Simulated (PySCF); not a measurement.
Species: PPPSb tetrahedron, SbP₃.
Bonds: P1–P2, P1–P3, P1–Sb4, P2–P3, P2–Sb4, P3–Sb4.

Method: PBE0-D3(BJ)/def2-SVP geometry optimisation, gas phase, def2 core potentials past Kr in PySCF 2.14.0; density fitting, grid level 1; the optimiser is geomeTRIC in internal coordinates, started from a GFN2-xTB structure with every atom displaced at random (about 0.03 Å).

Step 0: E = -34386.4256 eV
```
atom  x, y, z in Å  |  force x, y, z in eV/Å
P1     -0.3453   -0.7253   -1.1161    0.215   0.362  -1.228
P2     -0.8480    1.0626    0.1012    0.520   0.645  -0.634
P3     -0.4156   -0.8305    0.9995    0.967  -0.604   1.564
Sb4     1.6922    0.4028   -0.0151   -1.702  -0.403   0.299
```

Step 1: E = -34386.6158 eV
```
atom  x, y, z in Å  |  force x, y, z in eV/Å
P1     -0.3447   -0.7118   -1.1396   -0.029   0.061  -0.621
P2     -0.8256    1.0726    0.0801    0.079   0.371  -0.277
P3     -0.3701   -0.8356    1.0252    0.326  -0.348   0.763
Sb4     1.6236    0.3844    0.0039   -0.376  -0.084   0.135
```

Step 2: E = -34386.6441 eV
```
atom  x, y, z in Å  |  force x, y, z in eV/Å
P1     -0.3508   -0.7055   -1.1570   -0.029  -0.027  -0.151
P2     -0.8177    1.0799    0.0658   -0.088   0.123  -0.049
P3     -0.3456   -0.8420    1.0435   -0.068  -0.137   0.232
Sb4     1.5974    0.3771    0.0172    0.186   0.041  -0.031
```

**Question.** Estimate the geometry and energy of step 3. (The exact step hangs on the optimiser's Hessian estimate; all steps are aligned on step 2, rigid shifts and turns removed.)

**Answer.** E = -34386.6465 eV, largest force 0.060 eV/Å
```
atom  x, y, z in Å  |  force x, y, z in eV/Å
P1     -0.3519   -0.7048   -1.1600    0.006  -0.004  -0.019
P2     -0.8199    1.0813    0.0642   -0.008   0.023  -0.018
P3     -0.3470   -0.8452    1.0487   -0.021  -0.015   0.054
Sb4     1.6022    0.3782    0.0167    0.023  -0.004  -0.018
```

The energy changes by -0.0024 eV. The first-order estimate −F·Δx gives -0.0036 eV and the mean of the old and new forces, exact on a quadratic surface, -0.0021 eV. The step makes an angle of 13° with the force vector and moves no atom by more than 0.006 Å.

The cost below is that of the whole optimisation. Hardware: one thread, Intel Xeon Platinum 8488C (x86_64) (shared host). Cost: 27 s of wall time, 0.33 GiB resident at most.
